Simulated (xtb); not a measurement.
xtb input (GFN2-xTB):

```bash
xtb mol.xyz --gfn 2 --ohess tight --chrg 0 --uhf 0
```
mol.xyz:
```
4

Ge    -0.02532706    -0.38054260    -0.03797730
O      0.01824815    -2.07549079    -0.00076725
O      0.75354222     1.24024063     0.00904826
O     -0.76495701     1.20767855    -0.02812383
```

Output:

```
           -------------------------------------------------
          |                Calculation Setup                |
           -------------------------------------------------

           -------------------------------------------------
          |                 G F N 2 - x T B                 |
           -------------------------------------------------

        Reference                      10.1021/acs.jctc.8b01176
      * Hamiltonian:
        H0-scaling (s, p, d)           1.850000    2.230000    2.230000
        zeta-weighting                 0.500000
      * Dispersion:
        s8                             2.700000
        a1                             0.520000
        a2                             5.000000
        s9                             5.000000
      * Repulsion:
        kExp                           1.500000    1.000000
        rExp                           1.000000
      * Coulomb:
        alpha                          2.000000
        third order                    shell-resolved
        anisotropic                    true
        a3                             3.000000
        a5                             4.000000
        cn-shift                       1.200000
        cn-exp                         4.000000
        max-rad                        5.000000

          ...................................................
          :                      SETUP                      :
          :.................................................:
          :  # basis functions                  22          :
          :  # atomic orbitals                  21          :
          :  # shells                            9          :
          :  # electrons                        22          :
          :  max. iterations                   250          :
          :  Hamiltonian                  GFN2-xTB          :
          :  restarted?                      false          :
          :  GBSA solvation                  false          :
          :  PC potential                    false          :
          :  electronic temp.          300.0000000     K    :
          :  accuracy                    1.0000000          :
          :  -> integral cutoff          0.2500000E+02      :
          :  -> integral neglect         0.1000000E-07      :
          :  -> SCF convergence          0.1000000E-05 Eh   :
          :  -> wf. convergence          0.1000000E-03 e    :
          :  Broyden damping             0.4000000          :
          :  net charge                          0          :
          :  unpaired electrons                  0          :
          ...................................................

 iter      E             dE          RMSdq      gap      omega  full diag
   1    -12.8895789 -0.128896E+02  0.408E+01    2.09       0.0  T
   2    -12.4630196  0.426559E+00  0.159E+01    5.85       1.0  T
   3    -13.2290555 -0.766036E+00  0.264E+01    2.55       1.0  T
   4    -13.9942077 -0.765152E+00  0.534E+00    2.22       1.0  T
   5    -14.0121868 -0.179791E-01  0.285E+00    2.60       1.0  T
   6    -14.0149701 -0.278330E-02  0.858E-01    2.82       1.0  T
[...]
molecular quadrupole (traceless):
                xx          xy          yy          xz          yz          zz
 q only:        1.326       0.042      -3.575      -0.023       0.015       2.249
  q+dip:        1.127       0.050      -5.285      -0.074       0.008       4.158
   full:        3.205       0.102      -9.655      -0.079       0.016       6.450

           -------------------------------------------------
          |                Geometry Summary                 |
           -------------------------------------------------

      molecular mass/u    :      120.6257649
   center of mass at/Å    :       -0.0033229      -0.1678199      -0.0142005
  moments of inertia/u·Å² :        0.1886120E+02   0.1064674E+03   0.1253286E+03
rotational constants/cm⁻¹ :        0.8937731E+00   0.1583361E+00   0.1345075E+00

 * 3 selected distances

     #   Z          #   Z                                           value/Å
     1  32 Ge       2   8 O                                       1.5709911 (min)
     1  32 Ge       3   8 O                                       1.6777797
     1  32 Ge       4   8 O                                       1.6778163 (max)

 * 1 distinct bonds (by element types)

   Z      Z             #   av. dist./Å        max./Å        min./Å
   8 O   32 Ge          3     1.6421957     1.6778163     1.5709911

           -------------------------------------------------
          |               Frequency Printout                |
           -------------------------------------------------
 projected vibrational frequencies (cm⁻¹)
eigval :       -0.00    -0.00    -0.00    -0.00    -0.00     0.00
eigval :      156.21   157.88   570.55   635.09   897.58   962.00
 reduced masses (amu)
   1: 19.20   2: 30.74   3: 47.58   4: 48.84   5: 37.83   6: 16.61   7: 33.28   8: 37.18
   9: 24.33  10: 20.10  11: 16.44  12: 29.75
 IR intensities (km·mol⁻¹)
   1:  0.00   2:  0.00   3:  0.00   4:  0.00   5:  0.00   6:  0.00   7: 68.05   8: 63.13
   9: 57.96  10: 31.50  11:  4.80  12: 88.78
 Raman intensities (Ä⁴*amu⁻¹)
   1:  0.00   2:  0.00   3:  0.00   4:  0.00   5:  0.00   6:  0.00   7:  0.00   8:  0.00
   9:  0.00  10:  0.00  11:  0.00  12:  0.00
 output can be read by thermo (or use thermo option).
 writing <g98.out> molden fake output.
 recommended (thermochemical) frequency scaling factor: 1.0
           -------------------------------------------------
          |             Thermodynamic Functions             |
           -------------------------------------------------

c2v symmetry found (for desy threshold:  0.10E+00) used in thermo

          ...................................................
          :                      SETUP                      :
          :.................................................:
Note: The following floating-point exceptions are signalling: IEEE_DENORMAL
normal termination of xtb
          :  # frequencies                           6      :
          :  # imaginary freq.                       0      :
          :  linear?                             false      :
          :  only rotor calc.                    false      :
          :  symmetry                              c2v      :
          :  rotational number                       2      :
          :  scaling factor                  1.0000000      :
          :  rotor cutoff                   50.0000000 cm⁻¹ :
          :  imag. cutoff                  -20.0000000 cm⁻¹ :
          :.................................................:

    mode    ω/cm⁻¹     T·S(HO)/kcal·mol⁻¹    T·S(FR)/kcal·mol⁻¹   T·S(vib)
   ------------------------------------------------------------------------
       1    156.21    -0.77377 ( 98.96%)    -0.71870 (  1.04%)    -0.77320
       2    157.88    -0.76775 ( 99.00%)    -0.71555 (  1.00%)    -0.76723
   ------------------------------------------------------------------------

   temp. (K)  partition function   enthalpy   heat capacity  entropy
                                   cal/mol     cal/K/mol   cal/K/mol   J/K/mol
 298.15  VIB   4.06                 1053.023      6.749      6.313
         ROT  0.192E+05              888.752      2.981     22.577
         INT  0.778E+05             1941.775      9.730     28.890
         TR   0.128E+28             1481.254      4.968     40.259
         TOT                        3423.0288    14.6978    69.1484   289.3168

       T/K    H(0)-H(T)+PV         H(T)/Eh          T*S/Eh         G(T)/Eh
   ------------------------------------------------------------------------
    298.15    0.545494E-02    0.131536E-01    0.328546E-01   -0.197011E-01
   ------------------------------------------------------------------------

         :::::::::::::::::::::::::::::::::::::::::::::::::::::
         ::                  THERMODYNAMIC                  ::
         :::::::::::::::::::::::::::::::::::::::::::::::::::::
         :: total free energy         -14.037001312183 Eh   ::
         ::.................................................::
         :: total energy              -14.017300256410 Eh   ::
         :: zero point energy           0.007698628768 Eh   ::
         :: G(RRHO) w/o ZPVE           -0.027399684540 Eh   ::
         :: G(RRHO) contrib.           -0.019701055773 Eh   ::
         :::::::::::::::::::::::::::::::::::::::::::::::::::::

optimized geometry written to: xtbopt.xyz

           -------------------------------------------------
          | TOTAL ENERGY              -14.017300256410 Eh   |
          | TOTAL ENTHALPY            -14.004146684004 Eh   |
          | TOTAL FREE ENERGY         -14.037001312183 Eh   |
          | GRADIENT NORM               0.000083544565 Eh/α |
          | HOMO-LUMO GAP               4.515628479260 eV   |
           -------------------------------------------------

------------------------------------------------------------------------
------------------------------------------------------------------------
 total:
 SCF:
 ANC optimizer:
 analytical hessian:
```
